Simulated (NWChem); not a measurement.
System: BP2H5; SMILES PBP

The following NWChem deck was run.

```
start job
memory heap 200 mb stack 900 mb global 1100 mb
geometry units angstroms noautoz
  B     -0.719086     0.048941     0.000000
  H     -1.928038    -0.088982     0.000000
  P      0.149962    -0.106532    -1.667571
  H     -0.688058     0.722452    -2.480187
  H      1.263411     0.787650    -1.541603
  P      0.149962    -0.106532     1.667571
  H      1.263411     0.787650     1.541603
  H     -0.688058     0.722452     2.480187
end
basis spherical
  * library aug-cc-pvtz
end
dft
  xc xpbe96 cpbe96
  iterations 150
  semidirect filesize 400000000
  mulliken
end
task dft energy
```

Parts of the log:

```
             Northwest Computational Chemistry Package (NWChem) 7.3.0
             --------------------------------------------------------

 CS  symmetry detected

                             Geometry "geometry" -> ""
                             -------------------------

 Output coordinates in angstroms (scale by  1.889725989 to convert to a.u.)

  No.       Tag          Charge          X              Y              Z
 ---- ---------------- ---------- -------------- -------------- --------------
    1 B                    5.0000    -0.72288453     0.03886939     0.00000000
    2 H                    1.0000    -1.92968916    -0.11672714     0.00000000
    3 P                   15.0000     0.14834519    -0.10387184     1.66757100
    4 H                    1.0000    -0.70171406     0.71276227     2.48018700
    5 H                    1.0000     1.24859214     0.80650543     1.54160300
    6 P                   15.0000     0.14834519    -0.10387184    -1.66757100
    7 H                    1.0000     1.24859214     0.80650543    -1.54160300
    8 H                    1.0000    -0.70171406     0.71276227    -2.48018700

 Effective nuclear repulsion energy (a.u.)     122.0044970592

      Symmetry information
      --------------------

 Group name             Cs
 Group number              2
 Group order               2
 No. of unique centers     5

  pbe96 is a nonlocal functional; adding pw91lda local functional.

                                 NWChem DFT Module
                                 -----------------

 Summary of "ao basis" -> "ao basis" (spherical)
 ------------------------------------------------------------------------------
       Tag                 Description            Shells   Functions and Types
 ---------------- ------------------------------  ------  ---------------------
 B                        aug-cc-pvtz               14       46   5s4p3d2f
 H                        aug-cc-pvtz                9       23   4s3p2d
 P                        aug-cc-pvtz               16       50   6s5p3d2f

      Symmetry analysis of basis
      --------------------------

        a'        142
        a"        119

            General Information
            -------------------
          SCF calculation type: DFT
          Wavefunction type:  closed shell.
          No. of atoms     :     8
          No. of electrons :    40
           Alpha electrons :    20
            Beta electrons :    20
          Charge           :     0
          Spin multiplicity:     1
          Use of symmetry is: on ; symmetry adaption is: on
          Maximum number of iterations: 150
          AO basis - number of functions:   261
                     number of shells:    91
          Convergence on energy requested:  1.00D-06
          Convergence on density requested:  1.00D-05
          Convergence on gradient requested:  5.00D-04

              XC Information
              --------------
          PerdewBurkeErnzerhof Exchange Functional  1.000
            Perdew 1991 LDA Correlation Functional  1.000 local
           PerdewBurkeErnz. Correlation Functional  1.000 non-local

             Grid Information
             ----------------
          Grid used for XC integration:  medium
          Radial quadrature: Mura-Knowles
          Angular quadrature: Lebedev.
          Tag              B.-S. Rad. Rad. Pts. Rad. Cut. Ang. Pts.
          ---              ---------- --------- --------- ---------
          B                   0.85       49          15.0       434
          H                   0.35       45          17.0       434
          P                   1.00       88          16.0       590
          Grid pruning is: on
          Number of quadrature shells:   272
          Spatial weights used:  Erf1

      Superposition of Atomic Density Guess
      -------------------------------------

 Sum of atomic energies:        -708.34923283

      Non-variational initial energy
      ------------------------------

 Total energy =    -709.412182
 1-e energy   =   -1220.094599
 2-e energy   =     388.677920
 HOMO         =      -0.265675
 LUMO         =      -0.036702

      Symmetry analysis of molecular orbitals - initial
      -------------------------------------------------

  Numbering of irreducible representations:

     1 a'          2 a"

  Orbital symmetries:

     1 a'          2 a"          3 a'          4 a'          5 a"
     6 a'          7 a"          8 a'          9 a"         10 a'
    11 a"         12 a'         13 a"         14 a'         15 a'
    16 a"         17 a'         18 a"         19 a'         20 a"
    21 a'         22 a'         23 a"         24 a'         25 a'
    26 a'         27 a'         28 a"         29 a"         30 a'

------------------------------------------------------------
EAF file 0: "./job.aoints.0" size=2618294272 bytes
------------------------------------------------------------
               write      read    awrite     aread      wait
               -----      ----    ------     -----      ----
     calls:     4994         0         0         0         0
   data(b): 2.62e+09  0.00e+00  0.00e+00  0.00e+00
   time(s): 0.00e+00  0.00e+00  0.00e+00  0.00e+00  0.00e+00
rate(mb/s): 0.00e+00  0.00e+00
------------------------------------------------------------

     ---------------------------------------------
      Total Density - Mulliken Population Analysis
     ---------------------------------------------

[...]
```

Level: PBE/aug-cc-pVTZ. Geometry: optimised at PBE-D3(BJ)/def2-SVP.
